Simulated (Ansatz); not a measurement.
## Energy differences in RhC

Program: Ansatz, Gaussian basis, development build. Basis cc-pwCVTZ-PP on Rh, cc-pVTZ on C, scalar-relativistic core potentials (28 electrons on Rh), no spin–orbit coupling, 1 orbital frozen in the corrections; active space CAS(13,10), shells under the valence barred from it. Restricted Hartree–Fock, then the lowest state-specific CASSCF solution met for each case. Coupled cluster stands on the determinant that it favours, not always the lowest RHF. Single-reference values can break down or jump between states where bonds are stretched. Unlike active orbitals can shift such differences by tenths of an eV, at times by over 1 eV.

Case A, doublet: bond length 1.8550 Å.

Case B, quartet: bond length 1.6130 Å.

Case C, doublet: bond length 1.6130 Å.

Energy less that of case A, in eV:

```json
{"case": "B", "RHF/ROHF": "-0.529", "CASSCF": "+1.592", "CCSD(T)": "+1.262"}
{"case": "C", "RHF/ROHF": "-1.053", "CASSCF": "-0.812", "CCSD(T)": "-0.860"}
```

**Question.** Give the SC-NEVPT2 energies against case A.

**Answer.** B: +1.437 eV (33.1 kcal/mol); C: -0.788 eV (-18.2 kcal/mol).

**Question.** Which case is lowest, and do the methods agree?

**Answer.** C is lowest in SC-NEVPT2. Of the methods shown, RHF/ROHF, CASSCF, CCSD(T) agree.
